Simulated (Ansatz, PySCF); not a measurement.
Reaction (SMILES): [SiH3][SiH2]Cl → [SiH2][SiH3] + Cl atom (the Cl-Si bond at the site shown breaks; other sites are not compared here)
Geometries: B3LYP-D3(BJ)/def2-TZVP minima from Ansatz (a quantum-chemistry and plane-wave program).

Wanted: bond dissociation energy (enthalpy at 298 K, with B3LYP-D3(BJ) rigid-rotor harmonic-oscillator terms from PySCF), in eV. Correlated levels leave the core frozen unless marked. UHF or UKS for open shells. No spin-orbit coupling. Non-relativistic unless marked X2C. Basis-set limits of correlation are two-point, X^-3; Hartree-Fock from the larger set. [CCSD(T)-MP2]/basis is that difference in the basis named.

```json
[
 {"level": "PBE-D4/def2-TZVPD", "program": "Ansatz + dftd4", "bond dissociation energy (eV)": "4.55"},
 {"level": "B3LYP-D3(BJ)/def2-TZVPD", "program": "Ansatz + dftd3", "bond dissociation energy (eV)": "4.45"}
]
```

Question: What does RI-MP2/CBS(cc-pV(T+d)Z,cc-pV(Q+d)Z)+[CCSD(T)-MP2]/cc-pV(T+d)Z (Ansatz) give?

Answer: 4.64 eV
